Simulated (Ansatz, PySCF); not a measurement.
This Ansatz (a quantum-chemistry and plane-wave program) input computes a SVWN5/def2-TZVPD energy:

Ansatz 0.2 input:
```yaml
crystal:
  periodic: [false, false, false]
  atoms:
    - {symbol: In, position_ang: [-0.00000000, -0.00000000, -0.03780298]}
    - {symbol: H, position_ang: [0.00000000, 0.00000000, 1.85234582]}
basis:
  gaussian:
    orbitals: def2-TZVPD
hamiltonian:
  xc: {name: SVWN5}
total_charge: 1
magnetization: {spin_polarized: true, initial_magnetization: 1}
output: {forces: true}
```

**Question.** Write an input for the same energy in PySCF and say what it gives.

**Answer.** 
```python
from pyscf import gto, scf, dft

mol = gto.M(
    atom='''
    In   -0.00000000   -0.00000000   -0.03780298
    H     0.00000000    0.00000000    1.85234582
    ''',
    basis='def2-tzvpd',
    ecp='def2-tzvp',
    charge=1,
    spin=1,
    symmetry='C2v',
    verbose=4,
)

mf = dft.UKS(mol, xc='svwn').density_fit(auxbasis='def2-universal-jkfit')
mf.grids.level = 3
mf.conv_tol = 1e-9
mf.max_cycle = 100
mf.max_memory = 1500
mf.kernel()
if not mf.converged:
    mf = mf.newton()
    mf.kernel(mf.make_rdm1())
mf.analyze()
```
It gives -190.08683 Eh, and Ansatz -190.08678 Eh, a difference of 0.05 mEh, from the treatment of integrals and grids.
